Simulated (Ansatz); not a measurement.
Reading a saddle point

A first-order saddle point of CH₇GaO, singlet, PBE0-D4/def2-TZVP, with one imaginary mode of 1358i cm⁻¹:

```csv
atom,x (Å),y (Å),z (Å)
Ga1,-0.8073,0.1178,-0.8336
O2,0.9901,0.9468,-0.9759
H3,-0.8702,-1.1906,-1.6880
H4,-1.9026,1.2071,-0.6365
H5,0.7787,0.3316,0.0816
C6,0.0865,-0.3433,1.1240
H7,1.6047,0.4817,-1.5507
H8,0.8585,-1.0958,1.3032
H9,-0.8635,-0.8780,1.2755
H10,0.1250,0.4224,1.9003
```

Program: Ansatz 0.2.0. Basis: def2-TZVPP and def2-QZVPP. Cores are frozen in the correlated methods. Filled d shells of the heavier atoms are correlated. The def2 sets are not built for correlating such inner shells, so the correlated values are less sure here. Extrapolation: Hartree–Fock as exp(−7.88 √X), correlation as X^−2.97.

Q: Which contacts change along the imaginary mode, and what lies on either side? (Judge from chemistry; the calculation decides.)

A: Computed: The step is GaH₃O ([OH][GaH2]) + CH₄ → CH₅Ga ([CH3][GaH2]) + H₂O (still joined by a long Ga–O bond), with the molecules in contact on both sides. Shortening one way: Ga1–C6, O2–H5; lengthening the same way: Ga1–O2, H5–C6.
```json
{"pair": "Ga1–C6", "one side (Å)": "3.17", "saddle (Å)": "2.20", "other side (Å)": "1.98"}
{"pair": "O2–H5", "one side (Å)": "2.86", "saddle (Å)": "1.24", "other side (Å)": "0.96"}
{"pair": "Ga1–O2", "one side (Å)": "1.79", "saddle (Å)": "1.98", "other side (Å)": "2.21"}
{"pair": "H5–C6", "one side (Å)": "1.09", "saddle (Å)": "1.42", "other side (Å)": "2.92"}
```

Q: Which side is lower, and how far does the saddle lie above each? (To be estimated.)

A: By the calculation: The side with Ga1–O2, H5–C6 short is lower by 8.91 kcal/mol; the saddle lies 34.25 kcal/mol above it and 25.34 kcal/mol above the other (CCSD(T) at an estimated basis limit (MP2 extrapolated from triple and quadruple zeta, plus CCSD(T) − MP2 in triple zeta); electronic energies).

T1 diagnostic: at most 0.014.

Labels in which every atom is bracketed show which atoms are joined, not bond orders.

For scale, one of the runs: CCSD(T)/def2-TZVPP, 208 basis functions, launched by `ansatz run in.yaml --threads 4 --pin off --events-out ev --progress --plain --max-ram 9574MiB`. Time: 63 s of wall clock on 4 CPU threads of an Arm Neoverse V1; the host was shared. Peak host memory: 2.8 GiB.
